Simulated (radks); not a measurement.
Values are calculated unless marked as measured or tabulated.
The krypton ion Kr4+, configuration [Ar] 3d10 4s2 4p1.75 5p0.25 (fractional occupations, a model configuration). Level of theory: scalar-relativistic Kohn-Sham, BLYP, spin-polarised, spherical densities, point nucleus; open shells are filled with parallel spins first (a radial shooting solver on a logarithmic mesh with Libxc functionals). Some entries of the table are withheld. Estimate them.

orbital  occ.  eigenvalue (hartree)  <r^2> (bohr^2)
1s up       1             -522.6584        0.002318
1s down     1             -522.6512        0.002318
2s up       1             -70.71087         0.03970
2s down     1             -70.70680         0.03970
2p up       3             -62.78885         0.03135
2p down     3             -62.78205         0.03135
3s up       1             -11.84130          0.3228
3s down     1             -11.83186          0.3225
3p up       3              -9.31756          0.3409
3p down     3              -9.30690          0.3403
3d up       5                   (1)          0.3751
3d down     5                   (2)          0.3724
4s up       1              -2.76618           2.280
4s down     1              -2.68437           2.290
4p up    1.75              -2.15565             (3)
4p down     0              -2.07516             (4)
5p up    0.25              -0.91710           13.26

Answer. 
(1) 3d up eigenvalue (hartree): -5.13631
(2) 3d down eigenvalue (hartree): -5.12339
(3) 4p up <r^2> (bohr^2): 2.850
(4) 4p down <r^2> (bohr^2): 2.905
